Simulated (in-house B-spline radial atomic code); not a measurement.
Radial electron density of Al VI (Al5+), [He] 2s2 2p4. Method: non-relativistic TPSSh, spin-polarised, spherical fractional occupations, point nucleus. Calculated with an all-electron radial atomic-structure program (B-spline basis).

Caution: exact exchange at fractional occupations of open shells leaves self-interaction of up to several eV.

Columns: r (bohr), 4πr²n(r) (electrons per bohr), bar.

```
  0.0045     0.32 #
 0.00524   0.4256 #
 0.00611   0.5658 ##
 0.00712   0.7484 ##
  0.0083   0.9862 ###
 0.00967    1.292 ####
  0.0113    1.691 #####
  0.0131    2.169 #######
  0.0153    2.794 ########
  0.0179    3.575 ###########
  0.0208    4.478 ##############
  0.0243    5.582 #################
  0.0283    6.827 #####################
   0.033    8.222 #########################
  0.0384    9.685 #############################
  0.0448    11.18 ##################################
  0.0522    12.56 ######################################
  0.0608    13.68 #########################################
  0.0709    14.39 ###########################################
  0.0826    14.56 ############################################
  0.0963     14.1 ###########################################
   0.112    13.06 #######################################
   0.131    11.53 ###################################
   0.153     9.87 ##############################
   0.178     8.49 ##########################
   0.207    7.686 #######################
   0.242    7.653 #######################
   0.282    8.343 #########################
   0.328    9.393 ############################
   0.382    10.31 ###############################
   0.446    10.56 ################################
    0.52    9.874 ##############################
   0.606    8.301 #########################
   0.706    6.187 ###################
   0.823    4.007 ############
   0.959     2.22 #######
    1.12     1.02 ###
     1.3   0.4006 #
    1.52   0.1192 
    1.77  0.02801 
    2.06 0.004905
```

On this grid the curve has 2 maxima, near 0.0826, 0.446 bohr.

The 2s up radial function P(r) = rR(r), positive near the nucleus:

```
r (bohr)         P
 0.00154   0.03828
 0.00209   0.05158
 0.00284   0.06941
 0.00386   0.09309
 0.00524    0.1241
 0.00712    0.1645
 0.00967    0.2159
  0.0131    0.2794
  0.0179    0.3577
  0.0243    0.4446
   0.033     0.534
  0.0448    0.6097
  0.0608    0.6449
  0.0826    0.6005
   0.112    0.4329
   0.153    0.1007
   0.207   -0.3625
   0.282   -0.8861
   0.382    -1.274
    0.52    -1.358
   0.706    -1.093
   0.959   -0.6379
     1.3   -0.2525
    1.77  -0.05897
```
